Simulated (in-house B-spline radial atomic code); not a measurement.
Atomic self-consistent-field run: La8+. Level of theory: Dirac-Kohn-Sham HSE06, spherical fractional occupations, exact exchange averaged over the configuration, Fermi nucleus of rms radius 4.855 fm; calculated with a B-spline radial code for spherical atoms.

Command:
```bash
python run_scf.py task.json out
```
Settings (nuclear radius in fm, mass in u):
```
Z                57
configuration    [Kr] 4d10 5s2 5p1
hamiltonian      dirac
method           hse06
spin_polarised   False
nucleus          fermi
rms_radius       4.855
atomic_mass      138.90636
speed_of_light   137.035999084
exact_exchange   averaged over the configuration
```

Output (hartree, bohr):
```
 radial grid: 66 intervals, B-splines of order 8, outer radius 16.6667 bohr

 iter        energy (Eh)    residual
    1       -8448.315965    1.42e+00
    2       -8472.567036    7.42e-01
    3       -8480.773498    2.07e-01
    4       -8481.410785    5.63e-02
    5       -8481.445590    2.53e-02
    6       -8481.456989    2.43e-03
    7       -8481.457018    5.27e-05
    8       -8481.457018    8.95e-06
    9       -8481.457018    1.57e-07

 total energy                     -8481.45702
 kinetic                            9076.1290
 electron-nucleus                 -20443.8986
 Hartree                            3086.5383
 exact exchange                      -48.5128
 exchange-correlation               -151.7129

 first-order corrections (not in the total)
   Gaunt                             7.7700
   retardation                      -0.8083
   frequency dependence             -0.0848
   self-energy                       5.3360
   Uehling                          -0.7748
   Wichmann-Kroll                    0.0201
   recoil                            0.0222

 orbital      occ     eigenvalue          <r>       <r^2>       <1/r>     <1/r^2>       r_max    small
 1s1/2      2.000     -1430.7627    0.0250658 0.000853619     62.0165      8515.9     0.01607  4.44e-02
 2s1/2      2.000      -231.9550      0.10694   0.0135518     14.5964     1027.03     0.09105  9.63e-03
 2p1/2      2.000      -218.8259    0.0899285  0.00996515     14.5672     328.334     0.06953  9.65e-03
 2p3/2      4.000      -203.6303    0.0960164   0.0112294      13.247     239.103     0.07468  9.09e-03
 3s1/2      2.000       -53.0775     0.284353    0.092521     5.26341     213.108      0.2603  2.94e-03
 3p1/2      2.000       -47.5332     0.274338   0.0874619     5.17178     68.2076      0.2471  2.87e-03
 3p3/2      4.000       -44.5510     0.286263     0.09502     4.84495     50.2907      0.2583  2.72e-03
 3d3/2      4.000       -34.8819     0.257369   0.0781927     4.70397     27.7677      0.2082  2.60e-03
 3d5/2      6.000       -34.2462     0.261118   0.0803454     4.62063     26.5879      0.2114  2.55e-03
 4s1/2      2.000       -13.9078     0.651885    0.478962      2.1743     49.3541      0.6077  8.97e-04
 4p1/2      2.000       -11.8373     0.671925    0.512658     2.07078     15.3644      0.6183  8.32e-04
 4p3/2      4.000       -11.1968     0.697577    0.552215     1.96752     11.4724      0.6418  7.86e-04
 4d3/2      4.000        -7.7807     0.751268    0.651467     1.75877     5.63976      0.6646  6.51e-04
 4d5/2      6.000        -7.6678     0.760184     0.66675     1.73319     5.40714      0.6724  6.39e-04
 5s1/2      2.000        -4.8495      1.42194     2.24888    0.942418     11.1192       1.345  2.50e-04
 5p1/2      0.333        -4.2185      1.52233     2.58369    0.874267     3.41412       1.434  2.23e-04
 5p3/2      0.667        -4.0842      1.56837     2.74081    0.842993     2.62025       1.481  2.13e-04
```

Time taken, with all properties: 5.5 s on 1 thread of Intel(R) Xeon(R) Platinum 8488C, on a shared host.

For the Dirac Hamiltonian the kinetic term is c α·p + (β - 1)c².
